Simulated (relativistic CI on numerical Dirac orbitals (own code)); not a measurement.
# Line list: Forbidden lines, Ba⁸⁺

Method of calculation: Dirac-Coulomb-Breit CI, orbitals from a KLI potential per configuration, QED by a radiative potential, unscaled Slater integrals (own radial code, finite nucleus).

CI space (outside the closed core [Kr]): 4d10.5s2, 4d10.5s.5p, 4d10.5s.5d, 4d10.5s.4f, 4d10.5s.5f, 4d10.5p.5d, 4d10.5s.5g, 4d10.4f.5d, 4d9.5s2.4f, 4d10.5s.6s, 4d10.5s.6p, 4d10.5p.5g, 4d10.5s.6d, 4d10.5s.7s, 4d10.4f.5g, 4d9.5s2.5p, 4d10.5d.5f, 4d10.5s.7p, 4d10.5s.6f, 4d10.5s.7d, 4d10.5s.8s, 4d10.5p2, 4d9.4f.5p2, 4d10.4f2, 4d9.4f3, 4d10.4f.5p, 4d9.4f2.5p, 4d10.5d2, 4d9.4f.5d2, 4d10.5f2, 4d9.4f.5f2, 4d10.5p.5f, 4d9.4f.5p.5f, 4d10.4f.5f, 4d9.4f2.5f. Double excitations out of closed p, d and f shells are left out; levels of such configurations are missing from the list, as are those of other unlisted configurations, and high levels can miss mixing partners. These lack a partner that the ground configuration has and come out too high: 4d9.5s2.5p.

| λ vac (nm) | Lower | Upper | Type | A (s⁻¹) | E lower (eV) | E upper (eV) |
| --- | --- | --- | --- | --- | --- | --- |
| 16.455 | 4d10.5s.5p 3P°_2 [4] | 4d9.5s2.5p 3P°_0 [119] | E2 | 9.43e+05 | 16.140 | 91.486 |
| 17.209 | 4d10.5s.4f 3F°_4 [8] | 4d9.5s2.4f 3G°_5 [171] | E2 | 5.80e+05 | 28.445 | 100.490 |
| 17.295 | 4d10.5s.4f 3F°_3 [7] | 4d9.5s2.4f 1G°_4 [169] | E2 | 3.69e+05 | 28.355 | 100.043 |
| 17.551 | 4d10.5s.4f 1F°_3 [9] | 4d9.5s2.4f 1G°_4 [169] | E2 | 3.22e+05 | 29.402 | 100.043 |
| 17.591 | 4d10.5s.4f 3F°_4 [8] | 4d9.5s2.4f 1H°_5 [152] | E2 | 2.11e+05 | 28.445 | 98.927 |
| 17.833 | 4d10.5s.4f 1F°_3 [9] | 4d9.5s2.4f 1H°_5 [152] | E2 | 4.05e+05 | 29.402 | 98.927 |
| 17.846 | 4d10.5s.4f 3F°_2 [6] | 4d9.5s2.4f 3H°_4 [147] | E2 | 6.07e+05 | 28.296 | 97.772 |
| 18.187 | 4d10.5s.4f 3F°_3 [7] | 4d9.5s2.4f 3H°_5 [144] | E2 | 5.14e+05 | 28.355 | 96.525 |
| 18.341 | 4d10.5s.4f 3F°_4 [8] | 4d9.5s2.4f 3H°_6 [143] | E2 | 6.00e+05 | 28.445 | 96.044 |
| 18.471 | 4d10.5s.4f 1F°_3 [9] | 4d9.5s2.4f 3H°_5 [144] | E2 | 8.73e+04 | 29.402 | 96.525 |
| 73.616 | 4d10.4f.5p 3F_4 [21] | 4d10.4f2 1I_6 [47] | E2 | 8.85e+02 | 46.038 | 62.880 |
| 79.068 | 4d10.5s.5p 3P°_1 [3] | 4d10.5s.4f 1F°_3 [9] | E2 | 5.03e+01 | 13.722 | 29.402 |
| 81.158 | 4d10.5s.5p 3P°_0 [2] | 4d10.5s.4f 3F°_2 [6] | E2 | 9.77e+02 | 13.019 | 28.296 |
| 84.730 | 4d10.5s.5p 3P°_1 [3] | 4d10.5s.4f 3F°_3 [7] | E2 | 1.10e+03 | 13.722 | 28.355 |
| 85.070 | 4d10.5s.5p 3P°_1 [3] | 4d10.5s.4f 3F°_2 [6] | E2 | 7.32e+02 | 13.722 | 28.296 |
| 88.136 | 4d10.4f.5p 3F_4 [21] | 4d10.4f2 3H_6 [36] | E2 | 3.57e+02 | 46.038 | 60.105 |
| 88.733 | 4d10.4f.5p 3F_3 [20] | 4d10.4f2 3H_5 [34] | E2 | 4.97e+02 | 46.023 | 59.996 |
| 88.825 | 4d10.4f.5p 3F_4 [21] | 4d10.4f2 3H_5 [34] | E2 | 9.13e+02 | 46.038 | 59.996 |
| 96.309 | 4d10.4f.5p 1G_4 [29] | 4d10.4f2 1I_6 [47] | E2 | 1.70e+03 | 50.006 | 62.880 |
| 100.76 | 4d10.5s.5p 3P°_2 [4] | 4d10.5s.4f 3F°_4 [8] | E2 | 7.19e+02 | 16.140 | 28.445 |
| 101.51 | 4d10.5s.5p 3P°_2 [4] | 4d10.5s.4f 3F°_3 [7] | E2 | 2.29e+02 | 16.140 | 28.355 |
| 101.99 | 4d10.5s.5p 3P°_2 [4] | 4d10.5s.4f 3F°_2 [6] | E2 | 4.47e+01 | 16.140 | 28.296 |
| 104.44 | 4d10.4f.5p 3G_3 [23] | 4d10.4f2 3H_5 [34] | E2 | 2.92e+02 | 48.125 | 59.996 |
| 105.96 | 4d10.4f.5p 3F_4 [24] | 4d10.4f2 3H_6 [36] | E2 | 4.69e+02 | 48.404 | 60.105 |
| 106.96 | 4d10.4f.5p 3F_4 [24] | 4d10.4f2 3H_5 [34] | E2 | 9.26e+01 | 48.404 | 59.996 |
| 110.22 | 4d10.4f.5p 3G_5 [25] | 4d10.4f2 3H_6 [36] | E2 | 4.67e+02 | 48.856 | 60.105 |
| 133.33 | 4d10.5s.5p 1P°_1 [5] | 4d10.5s.4f 1F°_3 [9] | E2 | 1.39e+02 | 20.103 | 29.402 |
| 512.64 | 4d10.5s.5p 3P°_1 [3] | 4d10.5s.5p 3P°_2 [4] | M1 | 9.44e+01 | 13.722 | 16.140 |

Terms are leading LS components. Brackets give the number of a level in order of energy, since labels repeat. The list gives strong lines, with weight on those to low levels, among the lowest 266 of 6185 levels, so that lines to higher ones, which can be the strongest, are missing. Levels whose partners in the same complex of configurations lie outside the list can be far off, and so can their lines. Rates are taken at the computed energies, electric ones in the length gauge.

At this charge configurations can still be misplaced by up to about 7 % of their energy. Levels and lines within the n = 5 or 6 shells can be off by up to 10 % or somewhat more, and those that change n by about 2 %, since core polarisation is missing. Levels that differ in their count of f electrons can be misplaced by several ten thousand cm⁻¹, since the correlation energy of f electrons is missing or only estimated; rates across such gaps can be off by orders of magnitude.

LS names give the leading component of a level, which can be under half, so a name can repeat, a term be missing and a line seem to break the LS rules.
